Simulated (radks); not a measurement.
The numbers below are computed, except where a source is named.
Species: the selenium ion Se2+. Configuration: [Ar] 3d10 4s2 4p2 (the NIST ground configuration).

Code: a radial shooting solver on a logarithmic mesh with Libxc functionals. Model: Dirac Kohn-Sham, LDA (Slater exchange, Perdew-Wang correlation), spin-unpolarised, spherical densities, finite nucleus; open shells fill j = l - 1/2 first; Fermi nuclear charge, rms radius 4.14 fm.

Energy parts (hartree):
total: -2425.78483
kinetic: 2483.13568
electron-nucleus: -5834.52965
Hartree: 1009.63986
exchange-correlation: -84.03072

Orbitals (lengths in bohr, moments of r in powers of bohr; r(90%) holds 90 % of the orbital's charge):
orbital,occ.,eigenvalue (hartree),<r>,<r^4>,<r^2>,r(90%),small-component weight
1s1/2,2,-459.4499,0.04414,0.00001771,0.002623,0.0789,1.51e-02
2s1/2,2,-59.77939,0.1960,0.003564,0.04535,0.303,2.97e-03
2p1/2,2,-53.76895,0.1686,0.002462,0.03492,0.276,2.97e-03
2p3/2,4,-52.23719,0.1724,0.002651,0.03638,0.281,2.90e-03
3s1/2,2,-8.64214,0.5749,0.2320,0.3809,0.858,7.05e-04
3p1/2,2,-6.58559,0.5829,0.2724,0.3990,0.893,6.56e-04
3p3/2,4,-6.36917,0.5935,0.2925,0.4136,0.909,6.37e-04
3d3/2,4,-2.80849,0.6265,0.5360,0.4904,1.04,5.15e-04
3d5/2,6,-2.77544,0.6308,0.5508,0.4971,1.05,5.10e-04
4s1/2,2,-1.38842,1.689,16.28,3.242,2.49,1.11e-04
4p1/2,2,-0.95385,1.962,31.23,4.413,2.93,8.32e-05
4p3/2,0,-0.93447,1.993,33.13,4.550,2.98,8.10e-05

The highest occupied level is 4p1/2 at -25.956 eV. The electron density at the nucleus is 3.957e+04 e/bohr^3. For comparison, the ionisation energy in NIST's Atomic Spectra Database is 31.70 eV (measured). In exact Kohn-Sham theory the highest level is minus the ionisation energy, but local and semilocal functionals leave it too shallow, through self-interaction and a potential that decays too fast; potentials with the right tail come closer. The density falls to 0.001 e/bohr^3 at r = 3.56 bohr.

Beside tabulated values, note that spin-unpolarised runs miss the spin-polarisation part of the exchange energy of open shells.
